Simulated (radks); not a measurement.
Ionisation of neutral silicon, [Ne] 3s2 3p2, to [Ne] 3s2 3p1 as the strength of local exchange is varied. All-electron calculation, scalar-relativistic Kohn-Sham, Slater X-alpha exchange (alpha = 2/3 is LDA exchange), no correlation, spin-unpolarised, spherical densities, point nucleus. Program: a radial shooting solver on a logarithmic mesh with Libxc functionals.

\begin{tabular}{lrrrrr}
alpha & E(Si) (hartree) & exchange (hartree) & IE (eV) & -e of the level emptied (eV) & <r> of it (bohr) \\ \hline
0.568 & -285.04314 & -15.64650 & 6.032 & 2.599 (3p) & 3.011 \\
0.667 & -287.78180 & -18.52316 & 6.770 & 3.200 (3p) & 2.878 \\
0.761 & -290.40268 & -21.29523 & 7.510 & 3.818 (3p) & 2.768 \\
0.823 & -292.14226 & -23.14529 & 8.018 & 4.250 (3p) & 2.702 \\
0.915 & -294.73955 & -25.92220 & 8.802 & 4.927 (3p) & 2.611 \\
0.981 & -296.61456 & -27.93762 & 9.386 & 5.438 (3p) & 2.551 \\
\end{tabular}

NIST Atomic Spectra Database: 8.152 eV (measured). The Delta-SCF value meets it near alpha = 0.84. Spin polarisation and multiplet splitting are left out, so open shells lie too high by an amount that depends on their filling.

Beside tabulated values, note that spin-unpolarised runs miss the spin-polarisation part of the exchange energy of open shells.
